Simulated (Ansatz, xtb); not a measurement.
# Relative energy of two isomers of FH7PSiSn+

We compare a, `F[SiH2][SnH2][PH3+]`, a singlet, with b, `F[SiH2][PH2+][SnH3]`, a singlet. Both are isolated ions in the gas phase, relaxed with B3LYP-D3(BJ)/def2-SVP; the shapes shown needn't be the lowest conformers.

a (Å):

```
atom    x (Å)    y (Å)    z (Å)
   F   1.8425   0.5032  -0.0160
   P  -0.0775  -1.5251  -1.1957
  Si   1.1925   1.9329  -0.4827
  Sn  -0.8534   0.9560  -1.7774
   H   0.7569   2.7066   0.6993
   H   2.1150   2.6399  -1.3963
   H  -0.8703   0.8381  -3.4816
   H  -2.4181   0.9137  -1.0929
   H   0.0075  -1.7869   0.1884
   H   1.2139  -1.8449  -1.6662
   H  -0.8781  -2.5826  -1.6834
```

b (Å):

```xyz
11

F     1.5022   -1.4934   -0.7908
P     0.1171    1.2105   -0.7884
Si    1.8788   -0.1036   -0.0495
Sn   -1.4796   -0.1833   -2.3618
H     3.1218    0.4775   -0.5899
H     1.7585   -0.2222    1.4155
H     0.6314    2.3645   -1.4250
H    -0.5614    1.7519    0.3288
H    -0.3767   -0.6053   -3.5842
H    -2.6659    0.9683   -2.7604
H    -1.9361   -1.4160   -1.2846
```

Task: Estimate E(b) − E(a) at the level CCSD(T)/def2-SVP + ΔMP2/def2-TZVPP.

Result: Not settled: CCSD(T)/def2-SVP + ΔMP2/def2-TZVPP gives E(b) − E(a) = +4.52 kJ/mol, but this leans on the basis-set step: CCSD(T) alone gives +2.78 kJ/mol.

The same difference at several levels:

```
                             level               geometry  E(b) − E(a) (kJ/mol)  departure from the last row (kJ/mol)  job, with rough time for the two
             B3LYP-D3(BJ)/def2-SVP  B3LYP-D3(BJ)/def2-SVP                   +7.81                                 +3.29               optimisation, 2 min
                       HF/def2-SVP  B3LYP-D3(BJ)/def2-SVP                   +2.73                                 −1.79           part of the CCSD(T) run
                      MP2/def2-SVP  B3LYP-D3(BJ)/def2-SVP                   +0.73                                 −3.79           part of the CCSD(T) run
                  CCSD(T)/def2-SVP  B3LYP-D3(BJ)/def2-SVP                   +2.78                                 −1.74                      single point
CCSD(T)/def2-SVP + ΔMP2/def2-TZVPP  B3LYP-D3(BJ)/def2-SVP                   +4.52                                                      single point, 32 s
```

As drawn, b has 1 P–Si, 1 Sn–H in place of 1 Si–Sn, 1 P–H.

MP2/def2-SVP finds them nearly level. The largest departure from CCSD(T)/def2-SVP + ΔMP2/def2-TZVPP is that of MP2/def2-SVP, 3.79 kJ/mol. Levels run at GFN2-xTB geometries aren't shown. The last row adds to CCSD(T) the change of the MP2 difference between the two basis sets, here +1.74 kJ/mol.

With harmonic frequencies from B3LYP-D3(BJ)/def2-SVP (ideal gas, rigid rotor, one conformer each, 298.15 K, 1 atm): on the last row, ΔE + ΔZPE = +0.80 kJ/mol. A mode under 50 cm⁻¹ makes harmonic enthalpies and free energies unreliable, so none is given.

The correlated steps freeze 15 core orbitals; the filled d shell of Sn is correlated, in a basis made for valence electrons. Atoms past krypton carry core potentials in the def2 sets and no spin–orbit term is included. Programs: Ansatz 0.2.0; the last row on 2 threads of Intel(R) Xeon(R) Platinum 8375C CPU @ 2.90GHz (Ice Lake) on a shared host.
